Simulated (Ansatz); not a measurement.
Consider the formal exchange of groups at the Sb–O bond: `[OH][SbH][OH]` + CH₄ → `[CH3][SbH][OH]` + H₂O.

Gas-phase electronic energies from Ansatz, PBE0-D4/def2-TZVP geometries. CCSD(T)/CBS adds triple-zeta CCSD(T) − MP2 to the extrapolated MP2 energy (def2 sets, frozen cores). This one scheme is used for every species. Functionals use def2-TZVPP. HSE06 is defined as in plane-wave codes. Elements past krypton have def2 core potentials. For Sb outer-core shells are correlated without core-valence functions, which leaves a few kJ/mol of doubt a bond. One conformer a species, not always the lowest.

`[OH][SbH][OH]`:

```xyz
6

O     0.868   -1.029    0.756
Sb    0.546    0.407   -0.540
O    -1.382    0.638   -0.260
H     1.289   -0.697    1.553
H     0.251   -0.741   -1.771
H    -1.572    1.422    0.262
```

CH₄:

```xyz
5

C     0.000    0.000    0.000
H     1.009   -0.376   -0.164
H    -0.268    0.684   -0.805
H    -0.041    0.527    0.953
H    -0.700   -0.835    0.016
```

`[CH3][SbH][OH]`:

```xyz
8

C     0.326   -0.592    0.982
Sb   -1.085    0.463   -0.238
O     0.326    1.226   -1.395
H    -0.158   -1.444    1.461
H     0.723    0.076    1.745
H     1.135   -0.942    0.340
H    -1.364   -0.907   -1.239
H     0.097    2.120   -1.657
```

H₂O:

Cartesian coordinates in Å:
```
O -0.350 -0.150 0.079
H 0.050 -0.022 -0.784
H 0.301 0.172 0.706
```

```
             level  ΔE (kcal/mol)  difference from CCSD(T)/CBS
            PBE-D4           12.0                          1.7
           BLYP-D4           13.9                          3.6
         r2SCAN-D4           12.8                          2.5
            B97M-V           14.6                          4.3
           PBE0-D4           10.2                         -0.1
          HSE06-D4           10.2                         -0.1
      CAM-B3LYP-D4           12.8                          2.5
            B2PLYP           12.6                          2.3
              PBE0           10.7                          0.4
           r2SCAN0           11.1                          0.8
             BHLYP           12.3                          2.0
     CCSD/def2-SVP           10.0                         -0.3
     HF/def2-TZVPP           11.8                          1.5
SCS-MP2/def2-TZVPP           11.0                          0.7
     HF/def2-QZVPP           12.4                          2.1
     MP2/CBS(def2)           10.2                         -0.1
       CCSD(T)/CBS           10.3                            0
```

Largest T1 diagnostic among the species: 0.015.

From PBE to PBE0 (25 % exact exchange), in def2-TZVPP and without D4, ΔE moves by −1.8 kcal/mol. The D4 term adds −0.9 kcal/mol with B3LYP and −0.5 kcal/mol with PBE0; it sums over pairs of atoms, weighted by their polarisabilities, and B3LYP, whose exchange is more repulsive, gets the larger term.

B3LYP here is the variant with VWN-RPA as its local correlation; programs differ in this.
